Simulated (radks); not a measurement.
Isoelectronic series with 12 electrons, each ion in its NIST ground configuration. Calculated with a radial shooting solver on a logarithmic mesh with Libxc functionals: scalar-relativistic Kohn-Sham, PBE, spin-polarised, spherical densities, finite nucleus; Fermi nuclear charge, rms radius of each element as measured or else 0.836 A^(1/3) + 0.57 fm. Total energies (hartree) and mean radii <r> (bohr):

ion    configuration  E (hartree)      3s       2p       2s       1s
Mg          [Ne] 3s2   -200.27974   3.150   0.6894   0.6972   0.1306
Cl5+        [Ne] 3s2   -454.19528   1.310   0.4033   0.4417  0.09095
Ti10+       [Ne] 3s2   -815.76887  0.8644   0.2859   0.3216  0.06956
Co15+       [Ne] 3s2  -1286.19180  0.6479   0.2214   0.2522  0.05617
Ge20+       [Ne] 3s2  -1867.23070  0.5181   0.1804   0.2069  0.04698
Rb25+       [Ne] 3s2  -2561.14369  0.4310   0.1521   0.1749  0.04027
Mo30+       [Ne] 3s2  -3370.70068  0.3684   0.1313   0.1511  0.03515
Ag35+       [Ne] 3s2  -4299.24259  0.3210   0.1153   0.1326  0.03109
Te40+       [Ne] 3s2  -5350.74006  0.2838   0.1027   0.1178  0.02780
La45+       [Ne] 3s2   -6529.9095  0.2538  0.09238   0.1057  0.02505
Sm50+       [Ne] 3s2   -7842.2778  0.2289  0.08385  0.09548  0.02273
Ho55+       [Ne] 3s2   -9294.4412  0.2079  0.07664  0.08678  0.02073
Hf60+       [Ne] 3s2  -10894.1300  0.1900  0.07046  0.07924  0.01898
Ir65+       [Ne] 3s2  -12650.6577  0.1743  0.06511  0.07262  0.01743
Pb70+       [Ne] 3s2  -14574.9848  0.1606  0.06041  0.06674  0.01604
